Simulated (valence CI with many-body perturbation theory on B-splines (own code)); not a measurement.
O: configurations and terms from energies and g

Calculated by valence CI with perturbative core correlation (CI+MBPT): six valence electrons over a frozen Dirac-Fock core [He], a basis of 9 s, 9 p, 8 d, 6 f, 3 g, 1 h functions for each j, with the one-electron correlation potential Σ1 (screened to all orders), the two-electron term Σ2, the three-electron term Σ3, Breit, model QED; selected single and double excitations, second order for the rest, scaled by the run's own slope (own B-spline code, finite nucleus).

Against 22 measured levels this calculation errs by 257 cm⁻¹ on average and by 374 at most. Among the levels kept, up to 1500 cm⁻¹ of a level comes from second order outside the variational space, and about a tenth of that is noise between levels of different J, which matters for small intervals.

```tsv
No.	J	Parity	E (cm⁻¹)	g
1	2	even	0.0	1.501
2	1	even	227	1.501
4	2	even	15984	1.000
6	2	odd	73453	2.002
7	1	odd	76538	2.002
8	3	even	86257	1.668
9	1	even	86318	2.503
10	2	even	86323	1.835
12	1	even	88369	1.501
13	2	even	88390	1.501
14	2	odd	95161	2.002
15	1	odd	95960	2.002
16	4	odd	97067	1.501
18	1	odd	97149	1.501
```

Energies count from the lowest level. Strongly mixed levels and levels close to another of their J and parity, and those with J = 0 are left out, so the numbers can have gaps.

Question: Give configuration and LS term of each level.

Answer: 1: 2s²2p⁴ ³P; 2: 2s²2p⁴ ³P; 4: 2s²2p⁴ ¹D; 6: 2s²2p³3s ⁵S°; 7: 2s²2p³3s ³S°; 8: 2s²2p³3p ⁵P; 9: 2s²2p³3p ⁵P; 10: 2s²2p³3p ⁵P; 12: 2s²2p³3p ³P; 13: 2s²2p³3p ³P; 14: 2s²2p³4s ⁵S°; 15: 2s²2p³4s ³S°; 16: 2s²2p³3d ⁵D°; 18: 2s²2p³3d ⁵D°.
